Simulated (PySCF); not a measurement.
Theoretical values (PySCF 2.14): geometry: GFN2-xTB, PBE0/pcSseg-1 with gauge-including orbitals. One averaged value for each set of equivalent atoms, one conformer, isolated molecule, non-relativistic Hamiltonian.

Shifts are taken against calculated references (same method and geometry level): 1H and 13C vs TMS. Shifts are as computed. Against solution values, carbons near 30 ppm lie about +3 ppm off and those near 130 ppm about +5 ppm. Of 1211 compounds with measured shifts, 218 miss one by over three times the rms of a fit or turn the order of signals round; such compounds aren't used in these exercises. OH and NH positions are gas-phase values without hydrogen bonding to other molecules.

Question: Order these molecules by the shift of their most shielded carbon, lowest δ first.
A. C#C[C@H]1C[SiH2]C1=O
B. CCc1pcccc1C
C. CN[Si@H]1N[SiH2]C[SiH2]O1
D. C#CC(=C)CC=C
E. C1=CP(C2CC2)C=CC1

Answer: C (-3.6 ppm, sp3 CH2 bonded to 2 Si), E (5.4 ppm, three-membered-ring carbon), A (11.8 ppm, sp3 CH2 bonded to Si), B (16.8 ppm, methyl carbon), D (50.0 ppm, allylic sp3 CH2).

Question: Order these molecules by the shift of their most deshielded carbon, lowest δ first.
A. CN[Si@H]1N[SiH2]C[SiH2]O1
B. C1=CP(C2CC2)C=CC1
C. C#C[C@H]1C[SiH2]C1=O
D. CCc1pcccc1C
E. C#CC(=C)CC=C

Answer: A (27.5 ppm, methyl carbon bonded to N), B (138.2 ppm, alkene CH), E (145.7 ppm, alkene CH), D (185.4 ppm, substituted aromatic carbon), C (240.8 ppm, carbonyl carbon).

Question: How many 13C and 1H signals does each give (equivalence by symmetry and fast rotation, but not about amide C–N or C=N bonds)? `CN[Si@H]1N[SiH2]C[SiH2]O1`, `CCc1pcccc1C`, `C#C[C@H]1C[SiH2]C1=O`, `C1=CP(C2CC2)C=CC1`, `C#CC(=C)CC=C`

Answer: CN[Si@H]1N[SiH2]C[SiH2]O1: 2 C, 10 H; CCc1pcccc1C: 8 C, 6 H; C#C[C@H]1C[SiH2]C1=O: 5 C, 6 H; C1=CP(C2CC2)C=CC1: 5 C, 6 H; C#CC(=C)CC=C: 7 C, 7 H.
